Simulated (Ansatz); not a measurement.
Gas-phase reaction R1 → P1 + P2, each structure at its B3LYP-D3(BJ)/def2-TZVP stationary point, reached from a drawn start (curvature not checked).
P1: CuHO (SMILES [OH][Cu]), charge 0, multiplicity 1.
R1, CuH2O2 (SMILES [OH][Cu][OH]) (charge 0, multiplicity 2):
```xyz
5

Cu     0.0000    -0.0003    -0.0004
O      1.7538    -0.0346     0.0150
H      2.1635    -0.7702     0.4855
O     -1.7538     0.0345    -0.0152
H     -2.1635     0.7705    -0.4849
```
P2, OH (SMILES [OH]) (charge 0, multiplicity 2):
```
atom   x (Å)   y (Å)    z (Å)
----  ------  ------  -------
O     0.0000  0.0000   0.4884
H     0.0000  0.0000  -0.4884
```

P less R. No zero-point or thermal terms; singlets are restricted closed shells; open shells are unrestricted; no spin–orbit coupling. The spin states of the d-block species are the ones drawn and need not be the lowest.

Frozen-core correlation throughout.

Programs: Ansatz (Gaussian basis) for Hartree–Fock, density functionals and correlated methods. No computed number here is a measurement.

### Question
Estimate the reaction energy that PBE/def2-TZVPP returns for this input.

### Answer
3.41 eV

### Question
Estimate the reaction energy that wB97X-V/def2-TZVPP returns for this input.

### Answer
2.91 eV

### Question
Give the reaction energy at the level CCSD(T)/def2-QZVPP.

### Answer
2.63 eV

Ansatz is a quantum-chemistry and plane-wave program.
